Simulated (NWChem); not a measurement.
# Atomisation of sulfur hexafluoride (F₆S)

```xyz
7

F      0.0000     0.0000     1.5807
S      0.0000     0.0000     0.0000
F      1.5807     0.0000     0.0000
F      0.0000     1.5807     0.0000
F     -1.5807     0.0000     0.0000
F      0.0000    -1.5807     0.0000
F      0.0000     0.0000    -1.5807
```
Charge 0, spin multiplicity 1.

The numbers come from NWChem runs, not from measurements. The geometry was optimised at PBE0/def2-SVP, a minimum by its harmonic frequencies.

Basis set: def2-SVP. The atomisation energy is electronic alone: no zero-point, thermal, spin-orbit or counterpoise terms. No value is extrapolated to the basis-set limit. Free atoms are single determinants with multiplicities F 2, S 3. Correlated methods freeze the same cores in atoms and molecule, 11 orbitals in all.

B3LYP has NWChem's definition, with VWN1-RPA local correlation. No SCF solution was tested for a lower state. Open-shell Hartree-Fock references start from PBE0 orbitals.

| method | atomisation energy (kcal/mol) |
|---|---|
| HF | 188.8 |
| PBE0 | 441.6 |
| BP86 | … |
| PBE | … |
| B3LYP | 433.3 |
| TPSS | 454.8 |
| M06-2X | 443.2 |
| MP2 | … |

Question: What belongs in the gaps?

Answer: 
- BP86, atomisation energy (kcal/mol): 477.4
- PBE, atomisation energy (kcal/mol): 489.1
- MP2, atomisation energy (kcal/mol): 425.1
